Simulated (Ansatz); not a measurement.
`[CH3][Ga]([SH])[Br]` + HBr → `[CH3][Ga]([Br])[Br]` + H₂S  (ligand exchange at a Ga–S bond)

Calculated with Ansatz (gas phase, PBE0-D4/def2-TZVP geometries, no zero-point term in ΔE). CBS: MP2 limit from def2 TZ/QZ plus the TZ coupled-cluster correction, frozen cores. This one scheme is used for every species. Functionals use def2-TZVPP. For Br, Ga outer-core shells are correlated without core-valence functions, which leaves a few kJ/mol of doubt a bond. Scalar relativity is left out up to krypton. Each species was taken in one conformer, which may not be the lowest.

`[CH3][Ga]([SH])[Br]`:

Cartesian coordinates in Å:
```
C -0.152 0.876 -1.135
Ga 0.124 -0.201 0.466
S -0.558 -2.271 0.730
Br 1.242 0.686 2.271
H 0.814 1.187 -1.534
H -0.695 0.315 -1.896
H -0.716 1.773 -0.875
H -0.059 -2.365 1.973
```

HBr:

Cartesian coordinates in Å:
```
Br -0.406 0.551 0.189
H 0.406 -0.551 -0.189
```

`[CH3][Ga]([Br])[Br]`:

```xyz
7

C    -0.733    0.717    0.092
Ga    0.643   -0.648   -0.091
Br    2.464   -0.734    1.287
Br    0.581   -2.279   -1.689
H    -1.554    0.526   -0.598
H    -1.104    0.723    1.118
H    -0.298    1.695   -0.119
```

H₂S:

Z-matrix (Å, degrees):
```
S
H 1 1.341
H 1 1.341 2 92.3
```

| species | ωB97M-V energy (Eh) |
| --- | --- |
| `[CH3][Ga]([SH])[Br]` | -4937.55720 |
| HBr | -2574.60884 |
| `[CH3][Ga]([Br])[Br]` | -7112.80650 |
| H₂S | -399.37365 |

Work out ΔE.

ΔE = (-7112.80650) + (-399.37365) − (-4937.55720) − (-2574.60884) = -0.01411 Eh = -37.0 kJ/mol. CCSD(T)/CBS gives -35.5 kJ/mol.

Largest T1 diagnostic among the species: 0.010.

In def2-TZVPP, CCSD(T) changes the Hartree–Fock value by +14.2 kJ/mol (the triples alone add +2.2 kJ/mol) and MP2 by +14.1 kJ/mol. From PBE to PBE0 (25 % exact exchange), in def2-TZVPP and without D4, ΔE moves by −3.1 kJ/mol.
